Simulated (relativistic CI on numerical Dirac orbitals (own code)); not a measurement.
# Radial parameters of V XVII

These numbers are calculated, not measured: Dirac-Coulomb-Breit CI, KLI orbitals optimised for each configuration, model QED, unscaled Slater integrals (own radial code, finite nucleus).

Slater integrals F^k, G^k are unscaled and averaged over j, outside the closed core 1s2; ζ comes from projecting the Hamiltonian with its Breit term on Σ l·s of the shell.

- 2s2 2p3: F^2(2p,2p) = 378650, ζ(2p) = 42512 cm⁻¹; <r>(2p) = 0.2513, <r^2>(2p) = 0.07663 (bohr units).
- 2s 2p4: F^2(2p,2p) = 377220, G^1(2s,2p) = 414860, ζ(2p) = 42041 cm⁻¹; <r>(2s) = 0.2894, <r^2>(2s) = 0.09825, <r>(2p) = 0.2522, <r^2>(2p) = 0.07719 (bohr units).
- 2p5: ζ(2p) = 41592 cm⁻¹; <r>(2p) = 0.2534, <r^2>(2p) = 0.07797 (bohr units).

Averages of the first 10 configurations, taken without configuration mixing, which lowers the lowest level and can move excited configurations by several eV; other configurations of the list can lie among them:

```
Configuration  Parity  States  Average energy above the lowest level (eV)
      2s2 2p3     odd      20                                        18.8
       2s 2p4    even      30                                       104.3
          2p5     odd       6                                       206.1
       2p4 3s    even      30                                       843.4
       2p4 3p     odd      90                                       866.2
       2p4 3d    even     150                                       892.7
   2s2 2p2 3s    even      30                                       676.8
   2s2 2p2 3p     odd      90                                       702.0
   2s2 2p2 3d    even     150                                       728.9
    2s 2p3 3s     odd      80                                       751.8
```
